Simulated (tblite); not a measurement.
C5H5FNO2 (doublet state).
Z-matrix (Å and degrees, GFN2-xTB geometry), rows numbered from 1:
```
C 
O   1  1.4171
C   2  1.3201  1  118.91
C   3  1.4118  2  129.50  1    -0.03
F   4  1.3339  3  127.38  2     0.19
C   4  1.4686  3  109.38  2  -179.92
C   6  1.5541  4   99.83  3    -0.15
O   7  1.2019  6  124.69  4  -179.85
N   3  1.3259  2  119.14  1   179.98
H   1  1.0877  2  105.44  3  -179.88
H   1  1.0928  2  111.44  3    61.40
H   1  1.0928  2  111.45  3   -61.16
H   6  1.0930  4  113.77  3  -118.68
H   6  1.0931  4  113.79  3   118.18
```

Computed geometry: GFN2-xTB, gas phase. This method treats the open shell by occupation alone, without spin polarisation.

Masses are those of the commonest isotopes; rigid-rotor values at the optimised geometry. The values belong to one conformer with, in the numbering `[CH3:1][O:2][C:3]1=[C:4]([F:5])[CH2:6][C:7](=[O:8])[N:9]1`, C1–O2–C3–C4 0°.

(1) What are A, B and C (GHz)?

(2) What kind of rotor is it?

(3) Is it planar, by Δ = Ic − Ia − Ib?

(4) Give the other two planar moments, Paa and Pbb, and the rms extents of the mass along the axes.

(5) List the rotational levels J(Ka,Kc) to J = 4 (K).

(6) Estimate the classical rotational partition function at 10 K, 200 K and 298.15 K.

Results:

(1) Ia = 154.27, Ib = 399.34, Ic = 547.29 u·Å²; 505379 MHz·u·Å²/I gives 3276, 1266 and 923.4 MHz, that is A = 3.2758, B = 1.2655, C = 0.9234 GHz.

(2) An asymmetric top. Ray's parameter κ = (2B − A − C)/(A − C) = -0.709; −1 is the prolate and +1 the oblate limit.

(3) Not planar: Δ = Ic − Ia − Ib = -6.33 u·Å². For a rigid frame Δ = −2 Σ m c², so Σ m c² = 3.16 u·Å² lies off the ab plane, practically all of it from hydrogen. The atom farthest from that plane is 0.89 Å away.

(4) Paa = Σ m a² = (Ib + Ic − Ia)/2 = 396.18 and Pbb = Σ m b² = (Ia + Ic − Ib)/2 = 151.11 u·Å². With the mass M = 130.03 u, the rms extents √(P/M) along a, b and c are 1.75, 1.08, 0.16 Å.

(5) Above 0(0,0), as E/k:
J = 1: 1(0,1) 0.105, 1(1,1) 0.202, 1(1,0) 0.218
J = 2: 2(0,2) 0.313, 2(1,2) 0.395, 2(1,1) 0.444, 2(2,1) 0.734, 2(2,0) 0.736
J = 3: 3(0,3) 0.621, 3(1,3) 0.685, 3(1,2) 0.783, 3(2,2) 1.049, 3(2,1) 1.059, 3(3,1) 1.574, 3(3,0) 1.574
J = 4: 4(0,4) 1.023, 4(1,4) 1.069, 4(1,3) 1.232, 4(2,3) 1.468, 4(2,2) 1.495, 4(3,2) 1.997, 4(3,1) 1.998, 4(4,1) 2.727, 4(4,0) 2.727
Those of J = 1 are B + C, A + C and A + B.

(6) Point group Cs, symmetry number σ = 1; q = (√π/σ)·√((kT/h)³/(ABC)), k/h = 20836.6 MHz/K: 2720 at 10 K, 244000 at 200 K, 444000 at 298.15 K.

For this open shell read J as N, the rotation without spin; fine and hyperfine splittings come on top. Its lowest GFN2-xTB frequency is 3 cm⁻¹, too small to tell a flat minimum from a shallow saddle. Zero-point vibration and centrifugal distortion are left out.
